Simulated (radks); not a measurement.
Neutral copper: order these configurations by energy. All-electron calculation, scalar-relativistic Kohn-Sham, r2SCAN, spin-polarised, spherical densities, finite nucleus; meta-GGA in the generalised Kohn-Sham scheme; Fermi nuclear charge, rms radius of each element as measured or else 0.836 A^(1/3) + 0.57 fm. Program: a radial shooting solver on a logarithmic mesh with Libxc functionals. Open shells are filled with parallel spins first. [Ar] 3d10 4p1; [Ar] 3d10 4s1; [Ar] 3d9 4s1 4p1; [Ar] 3d9 4s2.

Answer. From the lowest, in eV above it: [Ar] 3d10 4s1 0.000; [Ar] 3d9 4s2 2.150; [Ar] 3d10 4p1 4.328; [Ar] 3d9 4s1 4p1 5.937.
